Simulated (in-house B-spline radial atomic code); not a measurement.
RPA and G0W0 on Hartree-Fock: Te XXV (Te24+)

Configuration [Ar] 3d10, mean-field start Hartree-Fock. Computed with a B-spline radial code for spherical atoms: all electrons, non-relativistic, point nucleus, each spin shell either full or empty, empty states to l = 9 with an (l + 1/2)⁻⁴ tail; G0W0 by contour deformation at full frequency.

Without relativity these are model numbers: it shifts the levels of so heavy an element strongly and can reorder them.

Command:
```bash
python run_gw.py task.json out
```
Settings (radii: box in bohr, nucleus in fm):
```
Z                        52
electrons                28
configuration            [Ar] 3d10
hamiltonian              nr
method                   hf
lmax                     9
spin_polarised           False
box_radius               3.58
intervals                48
```

Time taken, with all properties: 0.8 s on 1 thread of Arm Neoverse V2 (shared host).

Energies (hartree):

| term | value |
| --- | --- |
| mean-field total | -6347.12298 |
| Hartree-Fock functional on these orbitals | -6347.12298 |
| direct second order | -2.1855 |
| second-order exchange | 0.63016 |
| SOSEX correction | 0.61191 |

(1) What is the RPA correlation energy, and what remains with SOSEX?

Quasi-particle levels (eV):

```csv
level,occupied,mean field,Σx - vxc,Σc,QP weight,G0W0
3d,yes,-1316.74,0.00,?,?,?
3p,yes,-1542.67,0.00,4.67,0.992,-1537.99
3s,yes,-1667.48,0.00,5.80,0.992,-1661.68
4s,no,-723.79,0.00,-1.50,0.999,-725.29
```

G0W0 = mean field + (Σx - vxc) + Σc, with Σc (partial-wave tail included) taken at the quasi-particle energy. Only the outer levels were computed. Levels of low weight are left out.

(2) Where does G0W0 put 3d?

Answers

(1) RPA gives -2.0701 hartree (-2.01 eV per electron); RPA + SOSEX gives -1.4582, and the second-order doubles (MP2) -1.5554 hartree. SOSEX takes back 30 % of the RPA value.

(2) At -1314.91 eV, with Σc = 1.84 eV and a quasi-particle weight of 0.994. The tabulated removal energy is 1304 ± 4 eV (NIST, tabulated theory); the calculation leaves out relativity, Breit and QED terms, and what these don't explain is the method's own error.
